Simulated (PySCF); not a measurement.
# Assigning NMR signals

Structure with atom numbers: `[CH3:1]/[C:2]([SiH3:3])=[C:4](\[CH3:5])[Cl:6]` (H(Xn): hydrogen on atom n).

- NMR shieldings at PBE0/pcSseg-1/GIAO
- coordinates at the GFN2-xTB level
- code: PySCF 2.14
- non-relativistic, no solvent model, one averaged value for each set of equivalent atoms, one conformer

Scale: $^{13}$C and $^{1}$H against TMS (reference shieldings calculated alike).

**Question.** Assign these signals to the numbered atoms. $^{13}$C{$^{1}$H} NMR (computed): δ 154.7, 132.4, 24.5, 20.6.

**Answer.** 
```tsv
δ (ppm)	atoms	environment	reason
154.7	C4	fully substituted alkene carbon	an sp2 carbon of a C=C bond
132.4	C2	fully substituted alkene carbon	–
24.5	C5	allylic methyl carbon	saturated and bonded to C and H only
20.6	C1	allylic methyl carbon	–
```

**Question.** Assign these signals to the numbered atoms. $^{1}$H NMR (300 MHz, computed): δ 4.25 (s, 3H), 2.18 (s, 3H), 2.04 (s, 3H).

**Answer.** 
4.25 → H(Si3), hydrogen on a silicon bonded to C
2.18 → H(C5), hydrogen on an allylic methyl carbon: allylic position
2.04 → H(C1), hydrogen on an allylic methyl carbon

Carbons that carry Cl, above all several Cl atoms, come out too deshielded, partly because spin–orbit coupling is missing. Shifts are as computed. Against solution values, carbons near 30 ppm lie about +3 ppm off and those near 130 ppm about +5 ppm; carbons on Cl a further +6 ppm. Of 1211 compounds with measured shifts, 218 miss one by over three times the rms of a fit or turn the order of signals round; such compounds aren't used in these exercises. Multiplicities follow the n + 1 count of equivalent neighbours, as no J values were calculated; m marks all less simple cases, F and P coupling included.
